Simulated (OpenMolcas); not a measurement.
# F+: effect of the level shift or regulariser

```yaml
Program: OpenMolcas 26.06
Basis: ANO-RCC-VTZP [4s3p2d1f]
Scalar_Hamiltonian: DKH2, point nucleus
Active_space: 4 electrons in 3 orbitals (2p)
State_averaging: 2S+1 = 3 even, 3 roots; 2S+1 = 1 even, 6 roots
Spin-orbit_coupling: RASSI with atomic mean-field integrals over the reference wave functions, term energies averaged over their components
```

Methods on the same reference wave functions:
A. CASSCF
B. SS-CASPT2, IPEA 0.25 Eh, imaginary shift 0.1 Eh (closed shells correlated: 1s 2s)
C. SS-CASPT2, IPEA 0.25 Eh, real shift 0.2 Eh (closed shells correlated: 1s 2s)
D. SS-CASPT2, IPEA 0.25 Eh, sigma2 regulariser 0.3 Eh (closed shells correlated: 1s 2s)

Energies in cm-1 above 2s2 2p4 3P2, the measured ground level; measured values from NIST Handbook of Basic Atomic Spectroscopic Data.

```
      Level      A      B      C      D  Measured
2s2 2p4 3P2    0.0    0.0    0.0    0.0       0.0
2s2 2p4 3P1    323    323    323    323       341
2s2 2p4 3P0    480    479    479    479       490
2s2 2p4 1D2  22727  21020  21020  21020     20873
2s2 2p4 1S0  56364  47390  47450  47390     44918
```

Deviations, from unrounded energies. A percentage is the sum of absolute deviations over the sum of measured energies, with the sign that they share, or ± where signs differ.

| Against measurement | Levels | A | B | C | D |
| --- | --- | --- | --- | --- | --- |
| mean absolute deviation (cm-1) | 4 | 3300 | 660 | 680 | 660 |
| fine structure of the ground term (%) | 2 | -3.4 | -3.5 | -3.4 | -3.5 |
| other terms of the ground configuration (%) | 2 | +20.2 | +4.0 | +4.1 | +4.0 |

B, C, D lie about equally close to measurement and A furthest from it. The largest miss of D in the table is 2s2 2p4 1S0, by +2500 cm-1. The ranking rests on the paired levels alone, and a cruder setting can come out closer through cancelling errors.

Among B to D the level of the table that moves most is 2s2 2p4 1S0, by 59 cm-1 (lowest in D, highest in C). Moves below CASPT2's spread within the term are not significant.

The mean deviations of B to D differ by less than CASPT2's widest spread within a term (80 cm-1), so their order carries little weight.

From A to B the spin-free energies of the other terms of 2s2 2p4 shown, above 3P, scale by factors of 0.84 to 0.92.

The lowest spin-free term lies below A's lowest term by 0.158 hartree in B, 0.158 hartree in C, 0.158 hartree in D.

CASPT2 breaks the degeneracy within a term, and the mean is taken; among the terms shown or strongly mixed into the levels shown the widest spread is 80 cm-1 (2s2 2p4 1D, D). With the s shell closed, the reference lacks s² → p² mixing. Without dynamic correlation excited terms often stand tens of per cent too high (terms of higher spin than the ground term too low), and those without a measured partner can miss by more than the paired ones (holds for A). Measured partners are found by configuration, term and J. A level has none where our copy of the source lacks it or the pairing is in doubt (some pairs that miss far off the trend of their configuration count as doubtful), and it then counts in no deviation. Only configurations of the active space appear.
